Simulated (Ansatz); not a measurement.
Reaction (ligand exchange at the Al–S bond): `[SH][AlH][Br]` + `O[SiH3]` → `[SiH3][O][AlH][Br]` + H₂S

Program: Ansatz. Geometries: PBE0-D4/def2-TZVP. ΔE: electronic, gas phase. CBS: MP2 limit from def2 TZ/QZ plus the TZ coupled-cluster correction, frozen cores. This one scheme is used for every species. Functionals use def2-TZVPP. B3LYP here is the variant with VWN-RPA as its local correlation; programs differ in this. HSE06 is defined as in plane-wave codes. For Br outer-core shells are correlated without core-valence functions, which leaves a few kJ/mol of doubt a bond. Scalar relativity is left out up to krypton. Each species was taken in one conformer, which may not be the lowest.

```json
{"level": "LDA (SPW92)", "ΔE (kJ/mol)": "-35.7", "difference from CCSD(T)/CBS": "11.0"}
{"level": "PBE-D4", "ΔE (kJ/mol)": "-34.1", "difference from CCSD(T)/CBS": "12.6"}
{"level": "revPBE-D4", "ΔE (kJ/mol)": "-33.8", "difference from CCSD(T)/CBS": "12.9"}
{"level": "BLYP-D4", "ΔE (kJ/mol)": "-49.3", "difference from CCSD(T)/CBS": "-2.6"}
{"level": "B97M-V", "ΔE (kJ/mol)": "-46.7", "difference from CCSD(T)/CBS": "0.0"}
{"level": "PBE0-D4", "ΔE (kJ/mol)": "-37.1", "difference from CCSD(T)/CBS": "9.6"}
{"level": "r2SCANh-D4", "ΔE (kJ/mol)": "-43.7", "difference from CCSD(T)/CBS": "3.0"}
{"level": "r2SCAN0-D4", "ΔE (kJ/mol)": "-44.1", "difference from CCSD(T)/CBS": "2.6"}
{"level": "HSE06-D4", "ΔE (kJ/mol)": "-36.6", "difference from CCSD(T)/CBS": "10.1"}
{"level": "BHLYP-D4", "ΔE (kJ/mol)": "-55.1", "difference from CCSD(T)/CBS": "-8.4"}
{"level": "CAM-B3LYP-D4", "ΔE (kJ/mol)": "-55.4", "difference from CCSD(T)/CBS": "-8.7"}
{"level": "ωB97X-V", "ΔE (kJ/mol)": "-47.1", "difference from CCSD(T)/CBS": "-0.4"}
{"level": "B2PLYP", "ΔE (kJ/mol)": "-50.4", "difference from CCSD(T)/CBS": "-3.7"}
{"level": "PBE-QIDH", "ΔE (kJ/mol)": "-41.9", "difference from CCSD(T)/CBS": "4.8"}
{"level": "PBE", "ΔE (kJ/mol)": "-33.2", "difference from CCSD(T)/CBS": "13.5"}
{"level": "revPBE", "ΔE (kJ/mol)": "-32.2", "difference from CCSD(T)/CBS": "14.5"}
{"level": "BLYP", "ΔE (kJ/mol)": "-47.8", "difference from CCSD(T)/CBS": "-1.1"}
{"level": "r2SCAN", "ΔE (kJ/mol)": "-42.8", "difference from CCSD(T)/CBS": "3.9"}
{"level": "PBE0", "ΔE (kJ/mol)": "-36.1", "difference from CCSD(T)/CBS": "10.6"}
{"level": "B3LYP", "ΔE (kJ/mol)": "-49.5", "difference from CCSD(T)/CBS": "-2.8"}
{"level": "r2SCAN0", "ΔE (kJ/mol)": "-43.5", "difference from CCSD(T)/CBS": "3.2"}
{"level": "HSE06", "ΔE (kJ/mol)": "-35.6", "difference from CCSD(T)/CBS": "11.1"}
{"level": "BHLYP", "ΔE (kJ/mol)": "-54.0", "difference from CCSD(T)/CBS": "-7.3"}
{"level": "CAM-B3LYP", "ΔE (kJ/mol)": "-54.2", "difference from CCSD(T)/CBS": "-7.5"}
{"level": "RPA@PBE/def2-TZVPP", "ΔE (kJ/mol)": "-52.1", "difference from CCSD(T)/CBS": "-5.4"}
{"level": "HF/def2-SVP", "ΔE (kJ/mol)": "-61.9", "difference from CCSD(T)/CBS": "-15.2"}
{"level": "MP2/def2-SVP", "ΔE (kJ/mol)": "-54.8", "difference from CCSD(T)/CBS": "-8.1"}
{"level": "CCSD/def2-SVP", "ΔE (kJ/mol)": "-57.7", "difference from CCSD(T)/CBS": "-11.0"}
{"level": "CCSD(T)/def2-SVP", "ΔE (kJ/mol)": "-55.8", "difference from CCSD(T)/CBS": "-9.1"}
{"level": "HF/def2-TZVPP", "ΔE (kJ/mol)": "-58.9", "difference from CCSD(T)/CBS": "-12.2"}
{"level": "MP2/def2-TZVPP", "ΔE (kJ/mol)": "-47.8", "difference from CCSD(T)/CBS": "-1.1"}
{"level": "SCS-MP2/def2-TZVPP", "ΔE (kJ/mol)": "-52.6", "difference from CCSD(T)/CBS": "-5.9"}
{"level": "CCSD/def2-TZVPP", "ΔE (kJ/mol)": "-52.4", "difference from CCSD(T)/CBS": "-5.7"}
{"level": "CCSD(T)/def2-TZVPP", "ΔE (kJ/mol)": "-49.7", "difference from CCSD(T)/CBS": "-3.0"}
{"level": "HF/def2-QZVPP", "ΔE (kJ/mol)": "-61.6", "difference from CCSD(T)/CBS": "-14.9"}
{"level": "MP2/def2-QZVPP", "ΔE (kJ/mol)": "-47.0", "difference from CCSD(T)/CBS": "-0.3"}
{"level": "SCS-MP2/def2-QZVPP", "ΔE (kJ/mol)": "-51.5", "difference from CCSD(T)/CBS": "-4.8"}
{"level": "HF/CBS(def2)", "ΔE (kJ/mol)": "-61.9", "difference from CCSD(T)/CBS": "-15.2"}
{"level": "MP2/CBS(def2)", "ΔE (kJ/mol)": "-44.7", "difference from CCSD(T)/CBS": "2.0"}
{"level": "CCSD/CBS(def2)", "ΔE (kJ/mol)": "-49.4", "difference from CCSD(T)/CBS": "-2.7"}
{"level": "CCSD(T)/CBS", "ΔE (kJ/mol)": "-46.7", "difference from CCSD(T)/CBS": "0"}
```

Largest T1 diagnostic among the species: 0.011.

In def2-TZVPP, CCSD(T) changes the Hartree–Fock value by +9.1 kJ/mol (the triples alone add +2.7 kJ/mol) and MP2 by +11.1 kJ/mol. Leaving LDA and LC-ωPBE aside and taking each functional with its dispersion term where it has one, the values spread over 21.6 kJ/mol, from CAM-B3LYP-D4 to revPBE-D4. From BLYP to BHLYP (50 % exact exchange), in def2-TZVPP and without D4, ΔE moves by −6.2 kJ/mol.
